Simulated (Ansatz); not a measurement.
Born–Oppenheimer molecular dynamics of FGeH3 (5 atoms, charge 0, multiplicity 1). It goes on from the last frame of an earlier run, with new velocities.

Method: RKS PBE/def2-mTZVP (Ansatz 0.2.0).

| Property | Result |
| --- | --- |
| ensemble | NVT, Langevin thermostat |
| time step | 0.5 fs |
| steps asked | 250 |
| set temperature | 400 K |
| friction | 0.01 /fs |
| seed | 865326 |

First frame:

```xyz
5
Properties=species:S:1:pos:R:3
Ge 0.036 -0.054 0.018
H -0.192 0.096 1.550
H 1.467 -0.020 -0.508
F -0.806 1.386 -0.556
H -0.841 -1.268 -0.454
```

**Question.** What does the run give?

**Answer.** All steps were run.

```yaml
steps_done: 250
time_covered: 125 fs
mean_temperature_over_the_second_half: 352 K
spread_of_the_potential_energy_over_the_second_half: 11.9 meV per atom
mean_potential_energy_of_the_second_half_above_the_start: 16.7 meV per atom
```

The mean temperature of the second half is 12 % below the set value. A run of 0.12 ps of so small a system gives no equilibrium averages.

**Question.** What happens to the structure?

**Answer.** The same pairs are bonded in the first frame and the last. Pairs count as bonded within 1.25 times the sum of covalent radii (0.12 Å more for H–H). Another seed would give other details.

**Question.** How do temperature and energy run in time?

**Answer.** 
```csv
time (fs),T (K),potential energy less start (eV)
0.0,320,0.000
6.0,297,0.050
12.0,189,0.096
18.0,227,0.050
24.0,399,-0.026
30.0,280,0.075
36.0,226,0.113
42.0,370,0.055
48.0,296,0.004
54.0,220,0.034
60.0,214,0.102
66.0,297,0.076
72.0,218,0.107
78.0,273,0.086
84.0,395,0.001
90.0,242,0.086
96.0,210,0.120
102.0,584,0.015
108.0,324,0.195
114.0,329,0.163
120.0,585,0.009
```

Time of the run: 2.6 min on 1 thread of Intel(R) Xeon(R) Platinum 8559C (Emerald Rapids) (shared host), peak memory 0.12 GiB.
